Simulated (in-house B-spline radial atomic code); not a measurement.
Orbital energies and mean radii along the 6-electron series, configuration [He] 2s2 2p2. The effective charge is n√(-2ε), a non-relativistic measure. Computed with an all-electron radial atomic-structure program (B-spline basis): Dirac-Hartree-Fock, average of the configuration, finite nuclei.

```tsv
ion	Z	energy of 2p3/2 (Eh)	mean radius of 2p3/2 (bohr)	energy of 2s1/2 (Eh)	mean radius of 2s1/2 (bohr)	effective charge of 2p3/2
Sc15+	21	-36.887	0.27401	-38.872	0.31553	17.178
Ti16+	22	-41.328	0.25965	-43.465	0.29938	18.183
V17+	23	-46.021	0.24673	-48.319	0.28478	19.188
Cr18+	24	-50.964	0.23502	-53.433	0.2715	20.192
Mn19+	25	-56.16	0.22437	-58.811	0.25938	21.196
Fe20+	26	-61.608	0.21465	-64.451	0.24826	22.2
Co21+	27	-67.307	0.20572	-70.357	0.23803	23.205
Ni22+	28	-73.259	0.1975	-76.53	0.22858	24.209
Cu23+	29	-79.463	0.18992	-82.969	0.21983	25.213
Zn24+	30	-85.92	0.18288	-89.679	0.2117	26.218
Ga25+	31	-92.63	0.17635	-96.658	0.20412	27.222
Ge26+	32	-99.593	0.17026	-103.91	0.19704	28.227
As27+	33	-106.81	0.16457	-111.44	0.19041	29.231
Se28+	34	-114.28	0.15925	-119.24	0.1842	30.236
Br29+	35	-122	0.15426	-127.32	0.17835	31.242
Kr30+	36	-129.98	0.14956	-135.68	0.17284	32.247
Rb31+	37	-138.22	0.14514	-144.32	0.16764	33.252
Sr32+	38	-146.7	0.14097	-153.24	0.16272	34.258
Zr34+	40	-164.44	0.1333	-171.95	0.15365	36.271
Nb35+	41	-173.7	0.12976	-181.73	0.14945	37.277
Mo36+	42	-183.21	0.1264	-191.81	0.14546	38.284
Tc37+	43	-192.98	0.12321	-202.19	0.14165	39.291
```

Task: How does the screening of 2p3/2 change?

Result: Z less the effective charge goes from 3.82 at Z = 21 to 3.71 at Z = 43.
